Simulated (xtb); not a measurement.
xtb input:

```bash
xtb mol.xyz --gfn 2 --sp --chrg 1 --uhf 0
```
mol.xyz:
```
11

C      1.88798504     0.66839427    -0.01309512
O      0.76101893    -0.21517209     0.40905698
B     -0.63666897    -0.17554532    -0.03820807
O     -1.33592651    -1.13032569     0.57133344
O     -0.85677571     0.78795049    -0.92711474
H      2.24247668     1.17508925     0.87833003
H      2.63925245     0.02805026    -0.46320593
H      1.45829685     1.35753753    -0.72941139
H      0.98120200    -0.90116435     1.06071537
H     -2.27565026    -1.24906960     0.39492690
H     -1.73667674     0.91729615    -1.29794932
```

What final total energy does it print?

-18.29129 Eh (GFN2-xTB).

It need not be the lowest isomer of its formula.
